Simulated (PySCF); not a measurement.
Mapped SMILES: `[CH:1]#[C:2][SiH2:3][O:4][SiH2:5][CH:6]=[CH2:7]`; H(Xn) means a hydrogen on atom n. Ha(C7) is cis to Si5; Hb(C7) is trans to Si5.

Geometry: PBE0-D3(BJ)/def2-SVP; GIAO shifts from PySCF 2.14.0 with density-fitted response routines, gas phase, non-relativistic, averaged over equivalent atoms.

At PBE0/pcSseg-1 (173 basis functions, 56 s wall time on 1 thread of an Arm Neoverse N1, shared host):
```tsv
atoms	δ (ppm)
C7	145.5
C6	140.9
C1	105.3
C2	86.1
Si5	-29.9
Si3	-50.6
O4	15.4
Hb(C7)	6.52
Ha(C7)	6.48
H(C6)	6.16
H(Si5)	5.27
H(Si3)	5.11
H(C1)	2.52
```

Shifts are taken against calculated references (same method and geometry level): ¹³C (184.41 ppm), ²⁹Si (351.99 ppm), ¹H (31.27 ppm) vs TMS; ¹⁷O (334.56 ppm) vs H2O.

Question: Estimate the result of repeating the calculation with PBE/pcSseg-1.

Answer: 
```json
{"atoms": "C7", "δ at PBE/pcSseg-1": "142.5", "change": "-3.0"}
{"atoms": "C6", "δ at PBE/pcSseg-1": "140.1", "change": "-0.8"}
{"atoms": "C1", "δ at PBE/pcSseg-1": "101.5", "change": "-3.8"}
{"atoms": "C2", "δ at PBE/pcSseg-1": "84.7", "change": "-1.4"}
{"atoms": "Si5", "δ at PBE/pcSseg-1": "-31.5", "change": "-1.6"}
{"atoms": "Si3", "δ at PBE/pcSseg-1": "-53.0", "change": "-2.4"}
{"atoms": "O4", "δ at PBE/pcSseg-1": "23.9", "change": "+8.5"}
{"atoms": "Hb(C7)", "δ at PBE/pcSseg-1": "6.48", "change": "-0.04"}
{"atoms": "Ha(C7)", "δ at PBE/pcSseg-1": "6.40", "change": "-0.08"}
{"atoms": "H(C6)", "δ at PBE/pcSseg-1": "6.18", "change": "+0.02"}
{"atoms": "H(Si5)", "δ at PBE/pcSseg-1": "5.50", "change": "+0.23"}
{"atoms": "H(Si3)", "δ at PBE/pcSseg-1": "5.35", "change": "+0.24"}
{"atoms": "H(C1)", "δ at PBE/pcSseg-1": "2.43", "change": "-0.09"}
```

δ = σ(ref) − σ, references computed at the same level: ¹³C (σref 180.03) and ²⁹Si (σref 334.61) and ¹H (σref 31.20) vs TMS; H2O for ¹⁷O (σref 334.63).

The largest change is at O4 (oxygen bonded to 2 Si). Cost: 173 basis functions, 50 s wall time on 1 thread of an Arm Neoverse N1, shared host. The order of the carbon signals is the same at both levels.

Experimental scales use liquid or dissolved standards, which lie at an offset from isolated H2O (liquid H2O: subtract about 36 ppm).
